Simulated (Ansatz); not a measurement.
Consider the silylene formation by 1,1-elimination: `[F][Zn][CH2][SiH3]` → `[CH3][Zn][F]` + `[SiH2]`.

Program: Ansatz. Geometries: PBE0-D4/def2-TZVP. ΔE: electronic, gas phase. CCSD(T)/CBS adds triple-zeta CCSD(T) − MP2 to the extrapolated MP2 energy (def2 sets, frozen cores). This one scheme is used for every species. DFT in def2-TZVPP. B3LYP here is the variant with VWN-RPA as its local correlation; programs differ in this. For Zn outer-core shells are correlated without core-valence functions, which leaves a few kJ/mol of doubt a bond. Scalar relativity is left out up to krypton. One conformer a species, not always the lowest.

| level | ΔE (kcal/mol) |
| --- | --- |
| PBE-D4 | 57.8 |
| ωB97M-V | 56.3 |
| B2PLYP | 56.0 |
| r2SCAN | 61.6 |
| PBE0 | 58.6 |
| B3LYP | 52.8 |
| HF/def2-QZVPP | 53.4 |
| SCS-MP2/def2-QZVPP | 59.1 |

What does CCSD(T)/CBS give? (Best estimate.)

The calculation gave: +57.7 kcal/mol. The listed levels differ from it by 0.1, -1.4, -1.7, 3.9, 0.9, -4.9, -4.3, 1.4 kcal/mol.

Largest T1 diagnostic among the species: 0.016.

The D4 term adds +2.9 kcal/mol with B3LYP and +1.5 kcal/mol with PBE0; it sums over pairs of atoms, weighted by their polarisabilities, and B3LYP, whose exchange is more repulsive, gets the larger term. In def2-TZVPP, CCSD(T) changes the Hartree–Fock value by +3.0 kcal/mol (the triples alone add +1.1 kcal/mol) and MP2 by +7.8 kcal/mol.
